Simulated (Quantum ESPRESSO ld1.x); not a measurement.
Q: These are the eigenvalues of the occupied orbitals of an atom or ion with whole-number occupations (eV). Method: scalar-relativistic Kohn-Sham, LDA (Slater exchange, Perdew-Zunger correlation), spin-polarised, spherical densities, point nucleus; computed with ld1.x of Quantum ESPRESSO 7.5.

| orbital | eigenvalue |
|---|---|
| 1s | -90646.6 |
| 2s | -16311.2 |
| 2p | -13959.4 |
| 3s | -3958.43 |
| 3p | -3286.80 |
| 3d | -2611.99 |
| 4s | -929.563 |
| 4p | -709.499 |
| 4d | -458.163 |
| 5s | -186.172 |
| 4f | -181.205 |
| 5p | -124.064 |
| 5d | -55.0321 |
| 6s | -40.4770 |

Which element is it, and in what charge state? The configuration may be excited. Open shells, if any, are filled with parallel spins first.

A: Z = 83, bismuth, charge +3: Bi3+ in [Hg]. The list shows which subshells hold electrons but not how many an open one holds; the 1s level, -3331.2 hartree, gives Z - s = 81.6 by -(Z - s)^2/2, which with screening and relativity narrows Z to a few neighbours, and the depths of the outer levels then fix element, charge and occupations together.
